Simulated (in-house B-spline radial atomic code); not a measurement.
A calculation on Ce V (Ce4+) (with a hole in an inner shell): its settings, and results tabulated from the run. Method: Dirac-Hartree-Fock, average of the jj configuration, Fermi nucleus of rms radius 4.8771 fm. Calculated with an all-electron radial atomic-structure program (B-spline basis).

In the input, a minus or plus after the letter marks the j = l - 1/2 or j = l + 1/2 subshell.

Command:
```bash
python run_scf.py task.json out
```
Settings (nuclear radius in fm, mass in u):
```
Z                58
configuration    1s2 2s2 2p6 3s2 3p6 3d10 4s2 4p-1 4p+4 4d10 4f1 5s2 5p6
hamiltonian      dirac
method           hf
spin_polarised   False
nucleus          fermi
rms_radius       4.8771
atomic_mass      139.90545
speed_of_light   137.035999084
```

Output (hartree, bohr):
```
 radial grid: 69 intervals, B-splines of order 8, outer radius 30.8511 bohr

 iter        energy (Eh)    residual
    1       -8833.281282    7.49e-01
    2       -8845.813468    5.17e-01
    3       -8849.509314    1.41e-01
    4       -8849.817671    4.38e-02
    5       -8849.842829    1.57e-02
    6       -8849.847903    1.24e-03
    7       -8849.847929    4.66e-04
    8       -8849.847931    4.50e-05
    9       -8849.847931    8.76e-07
   10       -8849.847931    8.54e-08

 total energy                     -8849.84793
 kinetic                            9492.9679
 electron-nucleus                 -21463.5755
 electron-electron                  3120.7597

 first-order corrections (not in the total)
   Gaunt                             8.2366
   retardation                      -0.8584
   frequency dependence             -0.0946
   self-energy                       5.6766
   Uehling                          -0.8367
   Wichmann-Kroll                    0.0224
   recoil                            0.0230

 orbital      occ     eigenvalue          <r>       <r^2>       <1/r>       <r^4>       r_max    small
 1s1/2      2.000     -1496.9945    0.0245679 0.000820556     63.3423 1.77694e-06     0.01574  4.61e-02
 2s1/2      2.000      -245.3293     0.104616    0.012976     14.9546  0.00029173     0.08911  1.00e-02
 2p1/2      2.000      -231.1100    0.0880461  0.00955725     14.8937  0.00018516     0.06806  1.00e-02
 2p3/2      4.000      -214.6723     0.094191   0.0108078     13.5031 0.000230387     0.07327  9.43e-03
 3s1/2      2.000       -56.0356      0.27695   0.0877637     5.41698   0.0116766      0.2541  3.10e-03
 3p1/2      2.000       -49.9540      0.26756   0.0832032     5.31074   0.0110115      0.2415  3.02e-03
 3p3/2      4.000       -46.6874     0.278986   0.0902457     4.97565   0.0128694      0.2524  2.87e-03
 3d3/2      4.000       -36.2479     0.250411   0.0739038      4.8271   0.0098081      0.2032  2.73e-03
 3d5/2      6.000       -35.5606     0.254159   0.0760006     4.73947   0.0103315      0.2064  2.68e-03
 4s1/2      2.000       -13.3602     0.633173    0.451496     2.23438    0.294474      0.5907  9.42e-04
 4p1/2      1.000       -11.1720     0.656141    0.490288     2.12335    0.365905      0.6015  8.72e-04
 4p3/2      4.000       -10.3745     0.676136    0.518502     2.02697     0.39856      0.6231  8.32e-04
 4d3/2      4.000        -6.3662     0.730319    0.616327       1.806     0.61033      0.6443  6.84e-04
 4d5/2      6.000        -6.3410     0.736756    0.626662     1.78459    0.628793      0.6511  6.75e-04
 4f5/2      0.429        -2.1926     0.919233     1.03534     1.35794     2.24559      0.6787  4.11e-04
 4f7/2      0.571        -2.2097     0.918314     1.03154     1.35635     2.21879      0.6806  4.11e-04
 5s1/2      2.000        -3.3165      1.46861      2.4077    0.898514     8.27743       1.345  2.18e-04
 5p1/2      2.000        -2.5280      1.60142      2.8822    0.827457     12.1192       1.456  1.96e-04
 5p3/2      4.000        -2.4138      1.65965     3.08518    0.782728     13.8039       1.502  1.75e-04
```

Cost of the run: 2.3 s on 1 thread of Arm Neoverse N1, on a shared host.

For the Dirac Hamiltonian the kinetic term is c α·p + (β - 1)c².
